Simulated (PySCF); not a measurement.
# How methods differ on the ionisation energy of Xe⁴⁵⁺

Xe⁴⁵⁺ [He] 2s2 2p5 (2P) → Xe⁴⁶⁺ [He] 2s2 2p4 (3P), as a difference of total energies. Calculation: PySCF 2.14, in an even-tempered Gaussian basis (19 s from 21 bohr⁻², ratio 2.2; 12 p from 27 bohr⁻², ratio 2.2; 6 d from 110 bohr⁻², ratio 2.4; 5 f from 170 bohr⁻², ratio 2.4; 4 g from 250 bohr⁻², ratio 2.4); the spin-free X2C one-electron Hamiltonian (Gaussian nucleus). Correlated levels: nothing frozen; virtual orbitals above 40 to 60 times the deepest correlated orbital energy dropped. The calculations carry no spin-orbit coupling.

```tsv
method	ionisation energy (eV)
UHF	7999.6
LDA	7996.3
PBE	7999.2
PBE0	7999.8
r2SCAN	8003.2
B2PLYP	8000.9
B97-3	7999.7
MP2 (all electrons)	8001.4
SCS-MP2 (all electrons)	8001.3
```

Spin-orbit coupling is strong in these open shells (close to jj coupling). The scalar numbers leave it out and a first-order estimate fails, so it can dominate the gap to the real levels.

For this ion Breit and QED terms and the two-electron picture change, all absent here, outweigh the differences among the correlated methods.

For comparison: 7889 ± 4 eV (theoretical estimate listed by NIST; NIST Atomic Spectra Database, ionization energies).
